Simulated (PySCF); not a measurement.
These compounds are isomers of formula C6H8N2.

A. `InChI=1S/C6H8N2/c1-3-5-7-8-6-4-2/h3-6H,1-2H2/b7-5-,8-6+`
B. SMILES c1c(NC)ccnc1
C. SMILES c1cn(C2CC2)cn1

Spectrum 1. 1H NMR (300 MHz, computed): δ 8.58 (d, 2H), 6.36 (d, 2H), 3.35 (br s, 1H), 2.98 (s, 3H). 13C{1H} NMR (computed): δ 158.0 (C), 156.0 (CH), 109.9 (CH), 30.8 (CH3).

Spectrum 2. 1H NMR (300 MHz, computed): δ 7.41 (m, 1H), 7.18 (m, 1H), 6.93 (m, 1H), 3.33 (m, 1H), 0.93 (m, 2H), 0.91 (m, 2H). 13C{1H} NMR (computed): δ 140.9 (CH), 135.4 (CH), 123.8 (CH), 28.0 (CH), 9.1 (CH2).

Spectrum 3. 1H NMR (300 MHz, computed): δ 6.77 (m, 1H), 6.77 (m, 1H), 6.62 (d, 1H), 6.41 (m, 1H), 5.75 (m, 1H), 5.72 (m, 1H), 5.70 (m, 1H), 5.68 (m, 1H). 13C{1H} NMR (computed): δ 145.4 (CH), 134.4 (CH), 128.8 (CH2), 128.4 (CH), 125.3 (CH2), 124.8 (CH).

[PySCF 2.14.0 with density-fitted response routines: structure optimised with GFN2-xTB; NMR shieldings at PBE0/pcSseg-1/GIAO; no relativistic terms; one computed conformer; one averaged value for each set of equivalent atoms; isolated molecule]

Shifts are taken against calculated references (same method and geometry level): 1H (σref 31.72) and 13C (σref 186.93) vs TMS. Where no couplings were computed, multiplicities follow the n + 1 count of equivalent neighbours, and m marks all less simple cases (inequivalent or close neighbours, rings, F or P nearby). Shifts are as computed. Against solution values, carbons near 30 ppm lie about +3 ppm off and those near 130 ppm about +5 ppm. Of 1211 compounds with measured shifts, 218 miss one by over three times the rms of a fit or turn the order of signals round; such compounds aren't used in these exercises. OH and NH positions are gas-phase values without hydrogen bonding to other molecules.

Problem. Which spectrum belongs to which compound?

Solution. 1–B, 2–C, 3–A.

- Spectrum 1 (B): 4 13C signals; δC 158.0 is an aromatic carbon bearing nitrogen; δC 156.0 is an aromatic CH next to a ring nitrogen.
- Spectrum 2 (C): 5 13C signals; δC 28.0 is a three-membered-ring carbon; δC 9.1 is a three-membered-ring carbon.
- Spectrum 3 (A): 6 13C signals; δC 145.4 is an alkene CH; δC 134.4 is an alkene CH.
